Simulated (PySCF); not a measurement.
## Yb: ionisation energy

Yb [Xe] 4f14 6s2 (1S) → Yb⁺ [Xe] 4f14 6s1 (2S), as a difference of total energies. Computed with PySCF 2.14 in ANO-RCC-VTZP (8s7p5d3f2g1h, 104 functions), with scalar relativity by spin-free X2C-1e. The calculations carry no spin-orbit coupling.

**Question.** Order these methods by the ionisation energy they give, lowest first.
A. UHF
B. M06-L
C. MN15
D. LC-wPBE

**Answer.** A (5.133 eV), D (5.921 eV), B (6.255 eV), C (6.559 eV).

For comparison: 6.254 eV (measured; NIST Atomic Spectra Database, ionization energies).
